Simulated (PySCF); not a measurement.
B(F)(Me)(SeH) (CH₄BFSe), SMILES CB(F)[SeH]. Atoms are numbered in the order given.

```xyz
8

B     -0.1244    -0.9339     0.0000
F     -1.3881    -1.3913     0.0000
C      1.0628    -1.9589     0.0000
H      0.9731    -2.6231    -0.8870
H      2.0716    -1.5074     0.0000
H      0.9731    -2.6231     0.8870
Se     0.0354     1.0203     0.0000
H      1.5182     1.0084     0.0000
```

Coordinates come from a PBE-D3(BJ)/def2-SVP optimisation. This is a generated structure with no PubChem entry under its InChIKey; it may be hypothetical. The values are those of a single conformer.

These are B3LYP/pcSseg-1 (PySCF) values and carry that method's errors.

GIAO shieldings, no solvent; atoms alike by connectivity are averaged. δ = σ(ref) − σ: ¹¹B against BF3 (σ = 86.3 ppm); ¹⁹F against CFCl3 (σ = 161.7 ppm); ¹³C against TMS (σ = 181.3 ppm); ¹H against TMS (σ = 31.68 ppm); ⁷⁷Se against Me2Se (σ = 1647.9 ppm), references at their B3LYP-D3(BJ)/def2-TZVP geometries, non-relativistic.

```
atoms       nucleus  count     δ (ppm)
----------  -------  -----  ----------
B1              ¹¹B      1  (withheld)
F2              ¹⁹F      1  (withheld)
C3              ¹³C      1  (withheld)
H8               ¹H      1        2.47
H4, H5, H6       ¹H      3        1.36
Se7            ⁷⁷Se      1       -77.9
```

Problem. Some entries are withheld; supply them. (An estimate is asked for; the answer gives what the named calculation found.)

Solution. 
- C3, δ (ppm): 14.8
- B1, δ (ppm): 52.8
- F2, δ (ppm): -28.2
